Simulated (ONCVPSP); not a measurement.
Ranking ONCV potentials for antimony

All share these settings but for the change named:

* Element: antimony (Sb)
* Generator: ONCVPSP 4.0.1
* Type: optimised norm-conserving Vanderbilt (ONCV)
* Functional: BLYP
* Relativity: scalar-relativistic
* Frozen core: [Ar] 3d10
* Valence charge: 23
* Reference configuration: 4s2 4p6 4d10 5s1 5p4
* Partial waves: 4s+5s: rc 1.40 bohr, ncon 4, nbas 8, qcut 6.5 1/bohr, 2 projectors; 4p+5p: rc 1.20 bohr, ncon 4, nbas 7, qcut 10.5 1/bohr, 3 projectors, debl 1.2 Ha; 4d: rc 1.40 bohr, ncon 4, nbas 9, qcut 11.4 1/bohr, 2 projectors, debl 1.4 Ha
* Local potential: polynomial inside 1.00 bohr (lpopt 4, dvloc0 2 Ha)
* Core correction: none

Cutoff: the first of the cutoffs (Ha) at which the residual kinetic energy of the hardest occupied pseudo-wave falls to 1 and 0.1 mHa per electron; the density cutoff is not measured.

The base gives 45 Ha.

Of 8 variants that were run, those that failed, showed a ghost or another fault, or gave nearly equal values are left out.

A variant can come out equal or close to the base.

(1) Rank these variants from softest to hardest (loose cutoff).
A. all radii scaled by about 1.13 (s 1.58, p 1.36, d 1.58 bohr); local potential polynomial inside 1.14 bohr (lpopt 4, dvloc0 2 Ha)
B. all radii scaled by about 0.90 (s 1.26, p 1.08, d 1.26 bohr); local potential polynomial inside 0.90 bohr (lpopt 4, dvloc0 2 Ha)
C. all radii scaled by about 0.85 (s 1.20, p 1.02, d 1.20 bohr); local potential polynomial inside 0.86 bohr (lpopt 4, dvloc0 2 Ha)

Answers

(1) A (42 Ha), B (62 Ha), C (103 Ha).
